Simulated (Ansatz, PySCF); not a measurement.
Complex: H2O (SMILES O) (first 3 atoms) with GeH4 (SMILES [GeH4]); geometry from B3LYP-D3(BJ)/def2-TZVP, rigid monomers moved along the line of their centres of mass till O1···Ge4 is 4.58 Å.
(charge 0, multiplicity 1):
| atom | x (Å) | y (Å) | z (Å) |
|---|---|---|---|
| O | 0.2621 | -0.1240 | 0.4007 |
| H | -0.6530 | 0.0334 | 0.1450 |
| H | 0.7021 | 0.7273 | 0.3054 |
| Ge | -0.3274 | -0.0408 | 4.9465 |
| H | -0.5574 | 0.0430 | 6.4681 |
| H | -0.7572 | 1.2972 | 4.3233 |
| H | -1.1805 | -1.1804 | 4.3766 |
| H | 1.1607 | -0.2911 | 4.6782 |

Interaction energies are E(AB) − E(A) − E(B) at the monomers' geometry in the complex; basis-set methods are counterpoise corrected. Rows marked so take none.

Cores are frozen in the correlated methods. Filled d and f shells under p-block atoms count as core. CBS: X⁻³ extrapolation of the correlation energy, Hartree–Fock from the larger set. Rows in 6-31G* carry no dispersion term and start afresh at each structure (6-31G* with six Cartesian d functions); the Pople sets are all-electron and without relativity.

Programs: Ansatz (a first-principles code); PySCF for 6-31G* rows, the dispersion terms. Each number belongs to the level named beside it.

| level | interaction energy (kcal/mol) |
|---|---|
| HF/aug-cc-pVDZ | -0.24 |
| HF/aug-cc-pVTZ | -0.24 |
| PBE-D4/def2-TZVPPD | -0.47 |
| BP86/6-31G* (no counterpoise) | -1.09 |
| r2SCAN-D4/def2-TZVPPD | -0.43 |
| B3LYP/def2-TZVPPD | … |
| MP2/aug-cc-pVTZ | -0.42 |
| MP2/CBS(aug-cc-pVDZ, aug-cc-pVTZ) | -0.42 |
| CCSD(T)/CBS(aug-cc-pVDZ, aug-cc-pVTZ) | -0.44 |

Question: What belongs in the gaps?

Answer: 
- B3LYP/def2-TZVPPD, interaction energy (kcal/mol): -0.09
